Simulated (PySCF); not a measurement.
**Assignment exercise: C7H9F3**

Structure with atom numbers: `[F:1][C@H:2]1[CH2:3][CH:4]=[C:5]([CH:6]([F:7])[F:8])[CH2:9][CH2:10]1`; H(Xn) means a hydrogen on atom n. Ha(C3), Ha(C9), Ha(C10) are cis to F1 on the ring; Hb(C3), Hb(C9), Hb(C10) are trans to F1 on the ring.

One conformer, no relativistic terms, gas phase. PBE0/pcSseg-1 with gauge-including orbitals; structure optimised with GFN2-xTB; PySCF.

Referencing at the same level of theory: 13C (186.93 ppm), 1H (31.72 ppm) vs TMS.

(1) Assign these signals to the numbered atoms. 13C{1H} NMR (computed): δ 140.1 (C), 130.4 (CH), 120.1 (CH), 88.6 (CH), 35.4 (CH2), 30.0 (CH2), 21.2 (CH2).

(2) Assign these signals to the numbered atoms. 1H NMR (400 MHz, computed): δ 6.48 (m, 1H), 6.33 (m, 1H), 5.16 (m, 1H), 2.69 (m, 1H), 2.45 (m, 1H), 2.33 (m, 1H), 2.22 (m, 1H), 2.15 (m, 1H), 1.41 (m, 1H).

Answers

(1) 
```tsv
δ (ppm)	atoms	environment	reason
140.1	C5	fully substituted alkene carbon	the olefinic region
130.4	C4	alkene CH	the olefinic region
120.1	C6	allylic sp3 CH bonded to 2 F	2 electronegative neighbours deshield it
88.6	C2	sp3 CH bonded to F	the inductive effect lowers its shielding
35.4	C3	allylic sp3 CH2	aliphatic region, no heteroatom directly attached
30.0	C10	sp3 CH2 in a ring	aliphatic region, no heteroatom directly attached
21.2	C9	allylic sp3 CH2	a saturated carbon with 2 carbon neighbours and no heteroatom attached
```

(2) 
| δ (ppm) | atoms | environment | reason |
| --- | --- | --- | --- |
| 6.48 | H(C4) | hydrogen on an alkene CH | a vinylic proton, deshielded by the sp2 carbon and the C=C anisotropy |
| 6.33 | H(C6) | hydrogen on an allylic sp3 CH bonded to 2 F | its carbon carries F, which withdraws density |
| 5.16 | H(C2) | hydrogen on an sp3 CH bonded to F | its carbon carries F, hence the downfield position |
| 2.69 | Ha(C3) | hydrogen on an allylic sp3 CH2 | allylic position |
| 2.45 | Ha(C9) | hydrogen on an allylic sp3 CH2 | – |
| 2.33 | Hb(C3) | hydrogen on an allylic sp3 CH2 | – |
| 2.22 | Ha(C10) | hydrogen on an sp3 CH2 in a ring | – |
| 2.15 | Hb(C9) | hydrogen on an allylic sp3 CH2 | allylic position |
| 1.41 | Hb(C10) | hydrogen on an sp3 CH2 in a ring | – |

Hb(C3) and Ha(C10); Ha(C10) and Hb(C9) lie closer than the usual error of such a calculation, so a measured spectrum could show them in the other order.

Splittings by 19F in the carbon and heteronuclear signals aren't shown, as no couplings were computed. Shifts are as computed. Against solution values, carbons near 30 ppm lie about +3 ppm off and those near 130 ppm about +5 ppm. Of 1211 compounds with measured shifts, 218 miss one by over three times the rms of a fit or turn the order of signals round; such compounds aren't used in these exercises. Multiplicities follow the n + 1 count of equivalent neighbours, as no J values were calculated; m marks all less simple cases, F and P coupling included.
